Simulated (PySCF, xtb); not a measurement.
CH5ClFNSi, SMILES NC[Si@H](F)Cl.

GFN2-xTB in xtb at its own geometry gives an orbital gap of 4.78 eV and a dipole moment of 1.61 D.

The structure is a stationary point at PBE0-D3(BJ)/def2-SVP. The structure was generated by enumeration; whether it is a known compound was not checked. The values are those of a single conformer.

### Question
What does r2SCAN/def2-TZVP in PySCF give? (An estimate is asked for; the answer gives what the named calculation found.)

### Answer
gap 5.76 eV (levels -5.90 and -0.14 eV), dipole 1.52 D.
